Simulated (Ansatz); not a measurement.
This geometry of ClH3Sn + H2O (8 atoms, charge 0, multiplicity 1) is a first-order saddle point.

Computed with RKS PBE/def2-SVP (Ansatz 0.2.0).

```xyz
8
Properties=species:S:1:pos:R:3
Sn 0.107 -0.227 -0.172
H 0.696 0.091 1.819
H 1.597 0.304 -0.839
H -1.247 0.791 0.134
Cl -0.822 -1.675 -1.860
O 0.485 -1.958 1.108
H -0.260 -2.582 1.245
H 0.595 -0.962 1.813
```

Problem. Which two structures does it join? (They come from a converged band through this point; their orientation in space is the band's.)

Solution. Bonds broken: Sn1–H2, O6–H8. Bonds formed: Sn1–O6, H2–H8. ClH3Sn + H2O becomes ClH3OSn + H2.

Image 0:

```xyz
8
Properties=species:S:1:pos:R:3
Sn -0.048 0.283 -0.020
H -0.244 0.478 1.679
H 1.552 0.132 -0.622
H -0.898 1.551 -0.846
Cl -1.327 -1.644 -0.721
O 1.074 -2.181 1.176
H 0.408 -2.561 0.560
H 0.633 -2.276 2.041
```

Image 10:

```xyz
8
Properties=species:S:1:pos:R:3
Sn 0.023 -0.369 -0.797
H 0.845 -0.584 3.642
H 1.581 0.190 -1.248
H -1.174 0.783 -0.324
Cl -0.911 -1.593 -2.611
O 0.403 -1.670 0.685
H -0.416 -2.114 0.977
H 0.798 -0.861 2.923
```

Problem. How far does it lie above each of them?

Solution. 1.31 eV above the first and 1.05 eV above the second. This is the barrier of this one path; another mechanism may lie lower. The orbitals stay closed-shell, which can raise the energy where a bond breaks towards radicals; this wasn't checked here.

Run time: 9.6 min on 1 thread of Arm Neoverse V2, with other jobs on the host, peak memory 0.13 GiB.
